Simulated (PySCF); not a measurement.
BF3: calculation against experiment

**What was measured.**

Beach, A photoelectron spectroscopic study of bonding in inorganic and organometallic compounds, PhD thesis, LBL 1985 lists, for the gas: B 1s binding energy of B2 202.85 eV; F 1s binding energy of F1/F3/F4 694.94 eV.

Besley, J. Chem. Theory Comput. 2021, 17, 3644 (DFT calculations of core-electron binding energies at the K-edge of heavier elements) lists, for the gas: B 1s binding energy of B2 202.83 eV.

The results are set against them at the end.

Species: BF₃.
Atom-mapped SMILES: `[F:1][B:2]([F:3])[F:4]`

Geometry (PBE0-D3(BJ)/def2-SVP, Å), atoms numbered from 1 in this order:
```xyz
4
BF3 angstrom
F      1.1776   -0.6392    0.0713
B      0.0262   -0.0202   -0.0191
F     -1.0850   -0.7112   -0.0929
F     -0.0150    1.2896   -0.0354
```

Runs made with PySCF (gas phase, on this PBE0-D3(BJ)/def2-SVP geometry; non-relativistic but for the core-level run):

```csv
level,job,basis functions,wall time
"delta-SCF UKS SCAN, pcX-2 on the ionised atom, pcseg-1 elsewhere, spin-free X2C","ΔSCF core ionisation, 2 holes",87,2.6 s
```

Hardware: one thread of an Arm Neoverse V2, no GPU, shared host.

## Comparison

**Core binding energies.** Delta-SCF UKS SCAN, pcX-2 on the ionised atom, pcseg-1 elsewhere, spin-free X2C in PySCF.

```json
{"level and atom": "B 1s, B2", "computed (eV)": "202.37", "measured (eV)": "202.85 and 202.83", "computed − measured (eV)": "-0.48"}
{"level and atom": "F 1s, F1/F3/F4", "computed (eV)": "694.73", "measured (eV)": "694.94", "computed − measured (eV)": "-0.21"}
```

Sources, in the order of the opening: Beach, A photoelectron spectroscopic study of bonding in inorganic and organometallic compounds, PhD thesis, LBL 1985; Besley, J. Chem. Theory Comput. 2021, 17, 3644 (DFT calculations of core-electron binding energies at the K-edge of heavier elements). Against the first value of each row the mean signed difference is -0.35 eV and the largest in size -0.48 eV. The computed values are vertical, without vibrational structure; measured positions hang on the energy calibration. The first atom of each set that the bonding makes equivalent was ionised and stands for the set.

The geometry is computed, not the measured one. Where a level misses, the cause wasn't examined.
